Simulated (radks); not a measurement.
Values are calculated unless marked as measured or tabulated.
Coulomb parameter of the 3d shell of the copper ion Cu+ in the model configuration [Ar] 3d9 4s1, as a second difference U = [E(n + 0.5) + E(n - 0.5) - 2 E(n)] / (0.5)^2 with all orbitals relaxed. "Bare": the charge of the atom changes with n. "Screened": the 4s shell takes up the change at fixed total charge, which measures U(3d,3d) + U(4s,4s) - 2 U(3d,4s). Code: a radial shooting solver on a logarithmic mesh with Libxc functionals. Model: scalar-relativistic Kohn-Sham, BLYP, spin-unpolarised, spherical densities, finite nucleus; Fermi nuclear charge, rms radius 3.8823 fm.

\begin{tabular}{lrr}
case & configuration & E - E(n) (eV) \\ \hline
start & [Ar] 3d9 4s1 & 0.000 \\
bare +0.5 & [Ar] 3d9.5 4s1 & -7.505 \\
bare -0.5 & [Ar] 3d8.5 4s1 & 11.471 \\
screened +0.5 & [Ar] 3d9.5 4s0.5 & -2.074 \\
screened -0.5 & [Ar] 3d8.5 4s1.5 & 3.078 \\
\end{tabular}

U(bare) = 15.863 eV, U(screened by 4s) = 4.018 eV, against the Slater integral F0(3d,3d) = 27.151 eV with frozen orbitals.
